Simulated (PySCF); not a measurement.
## `C#[C][AlH2-][NH3+]` in a uniform electric field

C2H6AlN.
Cartesian coordinates in Å at the PBE0-D3(BJ)/def2-SVP level; atoms count from 1:
```xyz
10
C2H6AlN angstrom
C      2.5688   -0.4342   -0.1315
C      1.5117    0.1371    0.0957
Al    -0.2019    1.0030    0.4318
N     -1.3713   -0.5390   -0.2760
H      3.5076   -0.9223   -0.3265
H     -0.6817    1.0668    1.9569
H     -0.6172    2.1775   -0.5724
H     -2.3740   -0.3565   -0.2152
H     -1.1470   -0.7281   -1.2544
H     -1.1774   -1.3951    0.2465
```

Level: PBE0/def2-SVPD (PySCF); nuclei fixed, core orbitals frozen in the response. Permanent dipole (-3.116, -3.908, -1.804) D (1 au = 2.5417 D). Static polarisability (au):

```
x   75.44 -8.21 -3.10
y   -8.21 59.82  2.13
z   -3.10  2.13 55.39
```

Only the terms in μ and α are kept: μ(F) = μ + αF and ΔE = −μ·F − ½ F·αF.

**Question.** A field of 0.008 au (0.411 V/Å) is applied along each axis in both senses. Find the induced dipole, the size of the total dipole and the two energy terms.

**Answer.** 
```json
{"field along": "+x", "induced x (D)": "1.534", "induced y (D)": "-0.167", "induced z (D)": "-0.063", "total size (D)": "4.753", "−μ·F (kJ/mol)": "+25.749", "−½F·αF (kJ/mol)": "-6.338"}
{"field along": "−x", "induced x (D)": "-1.534", "induced y (D)": "0.167", "induced z (D)": "0.063", "total size (D)": "6.217", "−μ·F (kJ/mol)": "-25.749", "−½F·αF (kJ/mol)": "-6.338"}
{"field along": "+y", "induced x (D)": "-0.167", "induced y (D)": "1.216", "induced z (D)": "0.043", "total size (D)": "4.596", "−μ·F (kJ/mol)": "+32.294", "−½F·αF (kJ/mol)": "-5.026"}
{"field along": "−y", "induced x (D)": "0.167", "induced y (D)": "-1.216", "induced z (D)": "-0.043", "total size (D)": "6.194", "−μ·F (kJ/mol)": "-32.294", "−½F·αF (kJ/mol)": "-5.026"}
{"field along": "+z", "induced x (D)": "-0.063", "induced y (D)": "0.043", "induced z (D)": "1.126", "total size (D)": "5.050", "−μ·F (kJ/mol)": "+14.908", "−½F·αF (kJ/mol)": "-4.654"}
{"field along": "−z", "induced x (D)": "0.063", "induced y (D)": "-0.043", "induced z (D)": "-1.126", "total size (D)": "5.790", "−μ·F (kJ/mol)": "-14.908", "−½F·αF (kJ/mol)": "-4.654"}
```

**Question.** For the field (0.0056, 0.0040, -0.0056) au, what is the induced dipole, and what angle does it make with the field?

**Answer.** αF = (1.034, 0.461, -0.811) D, at 9.8° to the field. The polarisability along this direction, F·αF/F², is 60.86 au, against a mean of 63.55 au.

**Question.** Which field along μ doubles the dipole in that direction (linear response)?

**Answer.** The polarisability along the dipole is 57.43 au, so F = 2.0906 au / 57.43 au = 0.0364 au = 1.87 V/Å; higher-order terms are ignored.

**Question.** What field makes μF equal to kT at 400 K?

**Answer.** kT = 1.2667 × 10⁻³ Eh, so F = 0.000606 au = 3.12 MV/cm.

**Question.** A unit point charge sits 14 Å away. Estimate the induction energy −αe²/2R⁴ with the mean polarisability, treating the molecule as a point.

**Answer.** R = 26.46 bohr, so the energy is −63.6/(2 × 26.46⁴) Eh = -0.17 kJ/mol. The charge–dipole term at its most favourable orientation, −μe/R², is -7.84 kJ/mol.

Isolated species at its PBE0-D3(BJ)/def2-SVP geometry, gas phase.
